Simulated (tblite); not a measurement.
Compound: C₃H₁₁ClOSi₃.
Atom-mapped SMILES: `[SiH3:1]/[CH:2]=[C:3](\[SiH3:4])[O:5][SiH2:6][CH2:7][Cl:8]` (hydrogens: H9, H10, H11 on Si1; H12 on C2; H13, H14, H15 on Si4; H16, H17 on Si6; H18, H19 on C7)

The geometry is computed with GFN2-xTB (gas phase).

Q: What internal coordinates does the optimisation give?

A: 
```json
{"bond": "Si1–C2", "length (Å)": "1.871", "order": "single"}
{"bond": "C2=C3", "length (Å)": "1.330", "order": "double"}
{"bond": "C3–Si4", "length (Å)": "1.896", "order": "single"}
{"bond": "C3–O5", "length (Å)": "1.369", "order": "single"}
{"bond": "O5–Si6", "length (Å)": "1.620", "order": "single"}
{"bond": "Si6–C7", "length (Å)": "1.900", "order": "single"}
{"bond": "C7–Cl8", "length (Å)": "1.777", "order": "single"}
{"bond": "Si1–H9, Si1–H10, Si1–H11", "length (Å)": "1.466", "order": "single"}
{"bond": "C2–H12", "length (Å)": "1.086", "order": "single"}
{"bond": "Si4–H13, Si4–H14, Si4–H15", "length (Å)": "1.464", "order": "single"}
{"bond": "Si6–H16, Si6–H17", "length (Å)": "1.463", "order": "single"}
{"bond": "C7–H18, C7–H19", "length (Å)": "1.087", "order": "single"}
```

Bonds in one row agree within 0.01 Å and their mean is given. Orders are formal, as drawn. A selection of angles:
```json
{"angle": "Si1–C2–C3", "degrees": "126.8"}
{"angle": "C2–C3–Si4", "degrees": "128.5"}
{"angle": "C2–C3–O5", "degrees": "122.1"}
{"angle": "Si4–C3–O5", "degrees": "109.4"}
{"angle": "C3–O5–Si6", "degrees": "132.8"}
{"angle": "O5–Si6–C7", "degrees": "101.5"}
{"angle": "Si6–C7–Cl8", "degrees": "107.7"}
```

Torsions: Si1–C2–C3–Si4 -1° (synperiplanar); C2–C3–O5–Si6 -1° (synperiplanar); C3–O5–Si6–C7 180° (antiperiplanar); O5–Si6–C7–Cl8 180° (antiperiplanar). The mirror-image conformer, all signs reversed, is as good.

The C–Si distances run from 1.871 Å (Si1–C2, drawn single) to 1.900 Å (Si6–C7, drawn single), a spread of 0.029 Å. The 8 heavy atoms lie in one plane (0.005 Å rms). O5 (silyl ether oxygen) is bent (angle 132.8°). Si1 (SiH3 silicon) is tetrahedral (angles from 108.1° to 111.0°). Of the pairs four or more bonds apart, Si6···H12 is among the closest relative to their van der Waals radii: 2.76 Å, 84 % of the sum of Bondi's values. Si4 (SiH3 silicon) is tetrahedral (angles from 106.9° to 110.4°). Si6 (oxygen-bound silicon) is distorted tetrahedral (angles from 101.5° to 112.5°).

GFN2-xTB frequencies show an imaginary mode (33i cm⁻¹), so the point is no minimum at that level. 3 starts were optimised and ended at 0.00, 1.69 and 2.55 kcal/mol (GFN2-xTB); the lowest of these is shown.
